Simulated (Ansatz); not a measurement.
The cluster Cs₇⁻. Total charge -1; singlet. Geometry B3LYP/def2-SVPD; atoms count from 1.

```xyz
7

Cs    4.986   -3.356   -4.485
Cs   -3.263    1.895    0.806
Cs    0.893   -0.691   -2.714
Cs    1.001    0.423    3.929
Cs   -4.313    2.319    5.761
Cs    4.295   -2.025    1.083
Cs   -3.599    1.435   -4.381
```

In the def2 sets Cs takes a core potential; there is no spin–orbit coupling. The restricted singlet is unstable towards broken spin symmetry in Hartree–Fock (as tested in another run); at PBE0/def2-TZVPD this wasn't settled. Another isomer (singlet) lies 0.34 eV lower at PBE0/def2-TZVPD; other spin states weren't run for this one.

(1) Estimate the Mulliken populations from the PBE0/def2-TZVPD orbitals of Ansatz.

(2) And the Mayer bond orders between bonded heavy atoms (over 0.3)?

## Answers

(1) 
| atom | charge (e) |
| --- | --- |
| Cs1 | -0.96 |
| Cs2 | 0.80 |
| Cs3 | 1.12 |
| Cs4 | -0.28 |
| Cs5 | -0.70 |
| Cs6 | -0.02 |
| Cs7 | -0.96 |
Mulliken values and Mayer orders depend strongly on the basis. With diffuse functions, as here, like atoms can get unlike values, and bond orders can come out too low or too high.

(2) Cs4–Cs6 0.35 (4.99 Å).
